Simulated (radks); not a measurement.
Charge is removed step by step from the 3s1/2 level of the thulium ion Tm3+, starting from [Xe] 4f12. Calculated with a radial shooting solver on a logarithmic mesh with Libxc functionals: Dirac Kohn-Sham, BLYP, spin-unpolarised, spherical densities, point nucleus; open shells fill j = l - 1/2 first.

| removed (e) | E - E(0) (eV) | eigenvalue (eV) | E minus straight line (eV) |
|---|---|---|---|
| 0 | 0.000 | -2277.8 | 0.000 |
| 0.25 | 571.07 | -2290.7 | -4.938 |
| 0.5 | 1145.4 | -2303.9 | -6.617 |
| 0.75 | 1723.0 | -2317.2 | -4.987 |
| 1 | 2304.0 | -2330.7 | 0.000 |

Removing the whole electron costs 2304.0 eV by Delta-SCF, against 2277.8 eV from minus the eigenvalue at the starting occupation. Slater's transition state (half an electron removed) gives 2303.9 eV. Integrating minus the eigenvalue over the occupation (Janak's theorem) gives 2304.0 eV. The mean slope of the eigenvalue, de/dn, is 52.9 eV per electron.
